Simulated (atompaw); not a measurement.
# osmium (Os): variants of one PAW (atompaw) potential

Base potential:

```json
{
  "Element": "osmium (Os)",
  "Generator": "atompaw 4.2.0.5",
  "Type": "PAW",
  "Functional": "PBE",
  "Relativity": "scalar-relativistic",
  "Frozen core": "[Xe] 4f14",
  "Valence charge": "8",
  "Reference configuration": "5d6 6s2 6p0",
  "Partial waves": "6s (bound): rc 2.50 bohr; 6s channel at 1.1 Ry: rc 2.50 bohr; 6p (bound, empty): rc 3.00 bohr; 6p channel at 2.1 Ry: rc 3.00 bohr; 5d (bound): rc 1.95 bohr; 5d channel at 1.4 Ry: rc 3.00 bohr",
  "Local potential": "troulliermartins scheme with l = 3 at 0 Ry, radius 2.45 bohr",
  "Core correction": "smooth core density matched at 2.40 bohr",
  "Augmentation charge": "besselshape compensation charge, radius 2.75 bohr; PAW radius 3.00 bohr; waves and projectors: custom polynom2 7 10 vanderbiltortho"
}
```

Cutoffs, loose and tight: the cutoffs (Ry, on a coarse ladder) from which the occupation-weighted sum of valence levels, in a spherical-Bessel basis at the reference potential, stays within 10 and 1 mRy of its value at 400 Ry. They see the waves, projectors and local potential, not the compensation charge or the core. A dash means not determined.

A true bound ghost makes a file unfit for plane-wave use even where its test errors are small: the radial tests pick states by their node count and pass the ghost by.

```tsv
change	outcome	cutoff, loose	cutoff, tight	bound ghosts
base	generated	21 Ry	30 Ry	none
all radii scaled by about 0.89 (s 2.24, p 2.68, d 1.74 bohr); local potential troulliermartins scheme with l = 3 at 0 Ry, radius 2.20 bohr; augmentation besselshape compensation charge, radius 2.46 bohr; PAW radius 2.68 bohr; waves and projectors: custom polynom2 7 10 vanderbiltortho; core correction smooth core density matched at 2.14 bohr	generated	25 Ry	120 Ry	s
all radii scaled by about 0.94 (s 2.36, p 2.84, d 1.84 bohr); local potential troulliermartins scheme with l = 3 at 0 Ry, radius 2.32 bohr; augmentation besselshape compensation charge, radius 2.60 bohr; PAW radius 2.84 bohr; waves and projectors: custom polynom2 7 10 vanderbiltortho; core correction smooth core density matched at 2.26 bohr	generated	25 Ry	50 Ry	s
all radii scaled by about 1.29 (s 3.24, p 3.88, d 2.52 bohr); local potential troulliermartins scheme with l = 3 at 0 Ry, radius 3.18 bohr; augmentation besselshape compensation charge, radius 3.56 bohr; PAW radius 3.88 bohr; waves and projectors: custom polynom2 7 10 vanderbiltortho; core correction smooth core density matched at 3.10 bohr	generated	35 Ry	70 Ry	none
```

Task: What comes out with this change to the base: all radii scaled by about 1.18 (s 2.94, p 3.52, d 2.30 bohr); local potential troulliermartins scheme with l = 3 at 0 Ry, radius 2.88 bohr; augmentation besselshape compensation charge, radius 3.24 bohr; PAW radius 3.52 bohr; waves and projectors: custom polynom2 7 10 vanderbiltortho; core correction smooth core density matched at 2.82 bohr?

Result: outcome: generated; cutoff, loose: 21 Ry; cutoff, tight: 40 Ry; bound ghosts: none.

Task: What comes out with this change to the base: all radii scaled by about 1.06 (s 2.66, p 3.18, d 2.08 bohr); local potential troulliermartins scheme with l = 3 at 0 Ry, radius 2.60 bohr; augmentation besselshape compensation charge, radius 2.92 bohr; PAW radius 3.18 bohr; waves and projectors: custom polynom2 7 10 vanderbiltortho; core correction smooth core density matched at 2.54 bohr?

Result: outcome: generated; cutoff, loose: 21 Ry; cutoff, tight: 25 Ry; bound ghosts: none.

Task: What comes out with this change to the base: all radii scaled by about 0.76 (s 1.90, p 2.28, d 1.48 bohr); local potential troulliermartins scheme with l = 3 at 0 Ry, radius 1.86 bohr; augmentation besselshape compensation charge, radius 2.10 bohr; PAW radius 2.28 bohr; waves and projectors: custom polynom2 7 10 vanderbiltortho; core correction smooth core density matched at 1.84 bohr?

Result: outcome: generated; cutoff, loose: 45 Ry; cutoff, tight: 260 Ry; bound ghosts: s, p.

Reading the sweep of the scale of all radii (base = 1) (base included, trends over the rows without a ghost): The loose cutoff rises from 21 Ry at 1 to 35 Ry at 1.29. Bound ghosts are found at 0.76, 0.89, 0.94.
